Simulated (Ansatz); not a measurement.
Z-matrix (Å, degrees):
```
In
Br 1 2.661
Br 1 2.661 2 90.7
F 1 1.935 2 102.2 3 102.7
H 1 1.691 2 112.8 3 -115.2
In 2 2.661 1 89.3 3 1.1
F 6 1.935 2 102.2 1 -103.7
H 6 1.691 2 112.8 1 114.2
```

Total charge 0; spin multiplicity 1. In takes the def2 core potential.

(1) List the CAM-B3LYP/def2-TZVPP orbital energies in eV (Ansatz). (Best estimate.)

Answers

(1) Computed: Occupied: -13141.80, -13141.80, -1703.28, -1703.28, -1535.01, -1535.01, -1535.01, -1535.01, -1534.97, -1534.97, -671.98, -671.98, -239.35, -239.35, -180.18, -180.18, -180.16, -180.16, -180.06, -180.06, -130.47, -130.47, -87.13, -87.13, -87.06, -87.06, -86.90, -86.90, -74.56, -74.55, -74.55, -74.55, -74.47, -74.47, -74.45, -74.45, -74.43, -74.43, -32.43, -32.43, -24.84, -24.58, -24.14, -24.12, -24.12, -24.01, -23.99, -23.94, -23.93, -23.78, -23.45, -23.06, -14.92, -14.64, -12.52, -12.45, -12.43, -12.28, -12.16, -12.15, -11.37, -11.31, -10.78, -10.66, -10.64, -10.61. Lowest empty: -0.86, -0.77, -0.46, 0.33, 0.42, 0.87, 1.95, 1.95.
